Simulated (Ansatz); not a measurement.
```yaml
crystal:
  periodic: [false, false, false]
  atoms:
    - {symbol: F, position_ang: [-1.512633, -0.481493, 0.698661]}
    - {symbol: Mo, position_ang: [-0.011742, -0.035807, 0.035984]}
    - {symbol: S, position_ang: [1.280030, -0.699298, 1.248603]}
    - {symbol: Cl, position_ang: [-0.364579, -1.594491, -1.310378]}
    - {symbol: Cl, position_ang: [1.142894, 0.876244, -1.443021]}
    - {symbol: Cl, position_ang: [-0.495239, 1.875874, 0.727648]}
basis:
  gaussian: {orbitals: def2-TZVPD, final_grid: {core_spheres: 1, valence_spheres: 1, degree: 3}}
hamiltonian: {xc: {name: wB97M-V}}
output: {forces: true}
```

```sh
$ ansatz run in.yaml --threads 4 --pin off --events-out ev --progress --plain --max-ram 11315MiB
```

Output, abridged:

```
Functional definition: wB97M-V
1668 factors; their error is unknown
354 factors; integrals over basis functions are off by at most 3.3e-5 eV
mean field evaluation 1: about -52972.7942 eV, gradient 4.5e1 eV
mean field evaluation 2: about -52965.6640 eV, gradient 8.4e1 eV
mean field evaluation 4: about -52976.0928 eV, gradient 4.7e0 eV
mean field evaluation 8: about -53066.3646 eV, gradient 1.1e2 eV
mean field evaluation 16: about -53101.1144 eV, gradient 8.9e-1 eV
mean field evaluation 32: about -53101.1542 eV, gradient 9.9e-3 eV
mean field -53101.94199263 eV, -1951.4603744402 hartree, gradient 2.9e-5 eV, S^2 0.000000; 2 other end points of the search recorded, 0 dependent functions left out
reference -53101.94213873 eV, -1951.4603798091 hartree; 45, 45 occupied and 219, 219 virtual orbitals, 1668 factors
Total energy: -53101.94213873 eV, -1951.4603798091 hartree
Atom 0 at    -1.512633    -0.481493     0.698661 Å, force     6.804251     0.370589    -0.194505 eV/Å
Atom 1 at    -0.011742    -0.035807     0.035984 Å, force   -14.546021    -1.973194     2.427383 eV/Å
Atom 2 at     1.280030    -0.699298     1.248603 Å, force     1.324231    -1.976655     3.450794 eV/Å
Atom 3 at    -0.364579    -1.594491    -1.310378 Å, force     1.721782    -3.751156    -3.109069 eV/Å
Atom 4 at     1.142894     0.876244    -1.443021 Å, force     3.289550     2.700547    -4.387524 eV/Å
Atom 5 at    -0.495239     1.875874     0.727648 Å, force     1.406207     4.629870     1.812921 eV/Å
Dipole moment:     0.720310    -0.076710     0.176813 e Å
```

Question: What is wrong with this run?

Answer: The integration grid is far too coarse. The calculation finished and met its thresholds. The result belongs to that input, not to the molecule as meant.
